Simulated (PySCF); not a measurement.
# BiC from Hartree–Fock to correlated methods

State: ²Σ⁺ (doublet), unpaired electrons σ ↑. Set-up: basis Bi def2-TZVPP with ECP60, C def2-TZVPP; scalar-relativistic core potentials; PySCF 2.14. De refers to Bi + C in their high-spin ground configurations, without counterpoise correction. The functionals are run spin-unrestricted. A positive dipole means Bi(−)C(+). Levels whose curve was spin-contaminated or gave no clean fit are not listed.

| Level | Re (Å) | ωe (cm⁻¹) | De (eV) | μ (D) |
| --- | --- | --- | --- | --- |
| ROHF | 1.917 | 889 | -0.71 | -2.68 |
| ROHF-MP2 | 1.985 | 774 | 3.39 | n/a |
| ROHF-SCS-MP2 | 1.986 | 773 | 3.13 | n/a |
| ROHF-CCSD | 1.957 | 803 | 2.33 | n/a |
| ROHF-CCSD(T) | 1.980 | 756 | 2.92 | n/a |
| PBE | 1.969 | 764 | 3.57 | -2.65 |

The bond length runs from 1.917 Å (ROHF) to 1.986 Å (ROHF-SCS-MP2). De spans -0.71 eV (ROHF, mean field) to 3.57 eV (PBE, GGA). Correlation at CCSD(T) changes the Hartree–Fock bond energy by +3.63 eV; the triples alone change it by +0.59 eV.

Correlated steps freeze 5 core orbitals. These are scalar-relativistic numbers at best; spin–orbit coupling would shift them, the dissociation energy most. UHF is strongly spin-contaminated for BiC, so the ROHF reference used there is far from stable. A negative De means that the minimum lies above the separated atoms at that level. The state is the lowest determinant that a PBE0 search found; another state may lie lower at other levels.

The whole job (state search and all levels along the bond) took about 16 min on 1 thread of Arm Neoverse V1 (shared host), peak memory 2 GiB.
